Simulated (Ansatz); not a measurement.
Cost and result up the ladder for Zn₁₂S₁₂ (24 atoms). Charge 0, multiplicity 1. Geometry: PBE-D4/def2-SVP.

```xyz
24

S     2.4241   -3.2714   -0.7580
S     2.8941   -1.0970    3.0849
S     1.6076    3.0580    2.2951
S     1.3120   -0.4183   -3.8656
S     0.6196    3.4487   -1.8693
S     2.0582    0.3529   -0.2634
S    -0.3875   -2.6227    1.0788
S    -0.8590    0.4127    2.5214
S    -1.5527    0.3240   -1.4437
S    -1.3872   -3.4561   -2.7520
S    -2.5273    3.3516    0.8786
S    -4.3432   -0.6730    1.3265
Zn    1.6578    0.6649    2.5948
Zn    2.1683   -1.3936   -1.9780
Zn    0.0749   -3.4153   -1.0902
Zn    1.5981    2.6757    0.0566
Zn    2.1269   -2.0870    1.2665
Zn   -0.6416    2.6829    2.0354
Zn    0.6927    1.1281   -2.2582
Zn   -0.6351   -1.4162   -3.0423
Zn   -1.3215    2.6182   -0.9255
Zn   -0.1579   -0.3338    0.3565
Zn   -2.3890   -1.6394    1.4946
Zn   -3.0322    1.1060    1.2564
```

Ansatz on 4 threads of AMD EPYC 7R13 on a shared host and a share (37 GiB) of an NVIDIA H100 80GB HBM3. Times are rough, and most runs start from the orbitals of an earlier one. No level here is sound enough to serve as a yardstick. Binding counts from free atoms at the same level (S triplet, Zn singlet; other spins of the atoms weren't run), without zero-point energy or a counterpoise term.

Correlated methods freeze 168 core orbitals. The rows differ in basis, and correlated rows in double-zeta sets carry the largest basis error. Single mean-field runs in def2-SVP, def2-TZVP are fitted with def2-universal-jkfit. Another isomer (singlet) lies 2.45 eV lower at PBE0-D4/def2-TZVP; other spin states weren't run for this one.

Correlated methods converge slowly with the basis, most of all in double-zeta sets.

```json
{"level": "PBE-D4/def2-SVP (with forces)", "functions": "588", "wall time": "6 s"}
{"level": "HF/def2-SVP", "functions": "588", "wall time": "6 s"}
{"level": "r2SCAN-D4/def2-SVP", "functions": "588", "wall time": "6 s"}
{"level": "PBE0-D4/def2-SVP", "functions": "588", "wall time": "8 s"}
{"level": "PBE-D4/def2-TZVP", "functions": "1020", "wall time": "8 s"}
{"level": "MP2/def2-SVP", "functions": "588", "wall time": "9 s"}
{"level": "PBE0-D4/def2-TZVP", "functions": "1020", "wall time": "14 s"}
{"level": "HF/STO-3G", "functions": "324", "wall time": "23 s"}
```

Task: Estimate what each level gives for the binding energy per atom (eV).

Result: 
```tsv
level	binding energy per atom (eV)
PBE-D4/def2-SVP (with forces)	2.93
HF/def2-SVP	1.77
r2SCAN-D4/def2-SVP	3.03
PBE0-D4/def2-SVP	2.90
PBE-D4/def2-TZVP	2.72
MP2/def2-SVP	2.60
PBE0-D4/def2-TZVP	2.74
HF/STO-3G	2.13
```
